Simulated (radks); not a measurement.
Values are calculated unless marked as measured or tabulated.
Task: Species: Nd+. Configuration: [Xe] 4f4 6s1. Code: a radial shooting solver on a logarithmic mesh with Libxc functionals. Model: Dirac Kohn-Sham, LDA (Slater exchange, Perdew-Wang correlation), spin-unpolarised, spherical densities, finite nucleus; open shells are shared between the two j in proportion to 2j + 1; Fermi nuclear charge, rms radius 4.9123 fm. Some entries of the table are withheld. Estimate them.

orbital     occ.  eigenvalue (eV)  <r^2> (bohr^2)
1s1/2          2        -43320.14       0.0007611
2s1/2          2        -7009.935         0.01199
2p1/2          2        -6635.475        0.008757
2p3/2          4        -6116.060         0.01001
3s1/2          2        -1524.952         0.08116
3p1/2          2        -1364.580         0.07610
3p3/2          4        -1260.943         0.08348
3d3/2          4        -980.4257             (1)
3d5/2          6        -957.9975             (2)
4s1/2          2              (3)          0.4171
4p1/2          2        -247.0399          0.4432
4p3/2          4        -224.4204          0.4845
4d3/2          4        -124.7426          0.5721
4d5/2          6        -120.7486          0.5888
5s1/2          2         -46.5567             (4)
5p1/2          2         -30.3354           3.141
5p3/2          4         -27.2546           3.503
6s1/2          1          -8.4466             (5)
4f5/2    1.71429          -8.1420           1.661
4f7/2    2.28571          -7.7345           1.732

Result: 
(1) 3d3/2 <r^2> (bohr^2): 0.06767
(2) 3d5/2 <r^2> (bohr^2): 0.06975
(3) 4s1/2 eigenvalue (eV): -307.5649
(4) 5s1/2 <r^2> (bohr^2): 2.438
(5) 6s1/2 <r^2> (bohr^2): 17.68
